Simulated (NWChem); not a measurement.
System: C2H4BFO2; SMILES C=C(B(O)O)F

Here is an NWChem input.

```
start job
memory heap 200 mb stack 900 mb global 1100 mb
geometry units angstroms noautosym nocenter noautoz
  C     -1.247839    -1.498239     0.000000
  C     -0.129357    -0.776023     0.000000
  F      1.073138    -1.405234     0.000000
  B      0.009090     0.792404     0.000000
  O     -1.108695     1.556280     0.000000
  O      1.243115     1.359740     0.000000
  H     -1.227746    -2.591008     0.000000
  H     -2.208007    -0.980472     0.000000
  H     -0.899315     2.496856     0.000000
  H      1.934215     0.686885     0.000000
end
basis spherical
  C library 6-31g*
  F library 6-31g*
  B library 6-31g*
  O library 6-31g*
  H library 6-31g*
end
dft
  xc hfexch
  iterations 150
end
property
  shielding
end
task dft property
```

Geometry: optimised at PBE0/def2-SVP.

GIAO values for the isolated, static molecule; σ is the absolute isotropic shielding, δ = σ(reference) − σ with the isolated reference molecule computed at the same levels (11B: boron trifluoride, 13C: tetramethylsilane, 1H: tetramethylsilane, 17O: water).

Atoms are numbered as in the input.

Question: What results follow from this input? (Hartree-Fock/6-31G* (spherical d), GIAO.) Quantities: δ C1 (ppm); δ B4 (ppm); δ O5 (ppm); δ O6 (ppm); δ H7 (ppm); δ H8 (ppm); δ H9 (ppm).

Answer: The δ C1 (ppm) is 113.3. The δ B4 (ppm) is 16.3 and the δ O5 (ppm) is 61.9. The δ O6 (ppm) is 70.7, the δ H7 (ppm) is 5.62 and the δ H8 (ppm) comes out as 5.63. The δ H9 (ppm) comes out as 3.53.
